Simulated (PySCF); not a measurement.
MoS2ClBr, SMILES [S]=[Mo](=[S])([Cl])[Br], multiplicity 1.

The structure is a stationary point at B3LYP-D3(BJ)/def2-SVP. The spin state was assumed, not searched. The structure was generated by enumeration; whether it is a known compound was not checked. The def2 effective core potentials stand for the cores of Mo; spin–orbit coupling is left out.

Computed with PBE/def2-TZVP (PySCF).

Gas-phase values at a fixed geometry.

```
Item                                                                                                               Value
---------------------------------------------------------------------------------------------  -------------------------
total energy                                                                                         -3898.33839 hartree
point group                                                                                                           Cs
highest occupied level                                                                                          -6.65 eV
lowest empty level                                                                                              -4.69 eV
orbital gap                                                                                                      1.96 eV
dipole moment                                                                                                     0.38 D
quadrupole, principal values (traceless, Buckingham form, about the centre of nuclear charge)     -0.83, -0.26, 1.09 D·Å
mean static polarisability                                                                        117.3 bohr³ (17.39 Å³)
polarisability, principal values                                                               108.6, 121.4, 122.1 bohr³
```
